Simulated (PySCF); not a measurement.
Spectrum to structure. Theory: TDDFT B3LYP/def2-SVPD, vertical, gas phase, core orbitals frozen in the response in PySCF 2.14.0, density-fitted response routines. Geometries: GFN2-xTB, one conformer each.

```csv
state,E (eV),f
S1,6.55,0.0070
S2,6.68,0.0012
S3,6.80,0.0072
S4,6.83,0.0032
S5,7.05,0.0019
S6,7.13,0.0002
S7,7.24,0.017
S8,7.33,0.020
```

Problem. Which candidate is it? All have the formula C6H8O.
A. `C#CC(=C)OCC`
B. `CC=C=CC(C)=O`
C. `C#CC[C@@H]1CCO1`

Solution. C. Its S1, at 6.55 eV, is the highest among the candidates; the nearest of the others has S1 at 5.64 eV. S1 is HOMO→LUMO (85%). Löwdin shares by element: HOMO oxygen 49%, carbon 23% or more (atoms not listed hold the other 28%); LUMO carbon 45% or more (atoms not listed hold the other 55%). At the same level the other candidates give, for their lowest levels:
- `C#CC(=C)OCC`: 5.64 eV (f 0.226); 5.77 eV (f 0.000); 5.85 eV (f 0.000); 6.16 eV (f 0.014); 6.43 eV (f 0.058); T1 3.58 eV; HOMO -6.54, LUMO -0.74 eV
- `CC=C=CC(C)=O`: 3.75 eV (f 0.000); 4.98 eV (f 0.000); 5.76 eV (f 0.065); 6.25 eV (f 0.317); 6.26 eV (f 0.019); T1 3.31 eV; HOMO -6.91, LUMO -1.68 eV

Conformer computed: `[CH:1]#[C:2][CH2:3][C@@H:4]1[CH2:5][CH2:6][O:7]1`: C2–C3–C4–C5 -70°.
Triplets come from the Tamm–Dancoff approximation.
